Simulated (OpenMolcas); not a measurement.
# Br+: from CASSCF to CASPT2

* Program: OpenMolcas
* Basis: ANO-R3 [7s6p5d4f2g]
* Scalar Hamiltonian: X2C, finite nucleus
* Active space: 4 electrons in 3 orbitals (4p)
* State averaging: 2S+1 = 3 even, 3 roots; 2S+1 = 1 even, 6 roots
* Spin-orbit coupling: state interaction with AMFI integrals over the reference wave functions, term energies averaged over their components

Methods on the same reference wave functions:
A. CASSCF
B. SS-CASPT2, IPEA 0.25 Eh, imaginary shift 0.1 Eh (closed shells correlated: 3d 4s)

Energies in cm-1 above 4s2 4p4 3P2, the measured ground level; measured values from NIST Handbook of Basic Atomic Spectroscopic Data.

| Level | A | B | Measured |
| --- | --- | --- | --- |
| 4s2 4p4 3P2 | 0.0 | 0.0 | 0.0 |
| 4s2 4p4 3P1 | 2847 | 2900 | 3136 |
| 4s2 4p4 3P0 | 3689 | 3640 | 3837 |
| 4s2 4p4 1D2 | 14475 | 12110 | 12089 |
| 4s2 4p4 1S0 | 33620 | 28400 | 27867 |

Deviations, from unrounded energies. A percentage is the sum of absolute deviations over the sum of measured energies, with the sign that they share, or ± where signs differ.

```
                        Against measurement  Levels      A     B
             mean absolute deviation (cm-1)       4   2100   250
      fine structure of the ground term (%)       2   -6.3  -6.3
other terms of the ground configuration (%)       2  +20.4  +1.4
```

B lies closest to measurement on these levels. The largest miss of B in the table is 4s2 4p4 1S0, by +530 cm-1. The ranking rests on the paired levels alone, and a cruder setting can come out closer through cancelling errors.

From A to B the spin-free energies of the other terms of 4s2 4p4 shown, above 3P, scale by factors of 0.81 to 0.83.

The lowest spin-free term lies below A's lowest term by 0.634 hartree in B.

Term energies are means over components that CASPT2 splits; among the terms shown or strongly mixed into the levels shown the widest spread is 170 cm-1 (4s2 4p4 1D, B). With the s shell closed, the reference lacks s² → p² mixing. Without dynamic correlation excited terms often stand tens of per cent too high (terms of higher spin than the ground term too low), and those without a measured partner can miss by more than the paired ones (holds for A). Measured partners are found by configuration, term and J. A level has none where our copy of the source lacks it or the pairing is in doubt (some pairs that miss far off the trend of their configuration count as doubtful), and it then counts in no deviation. Only configurations of the active space appear.
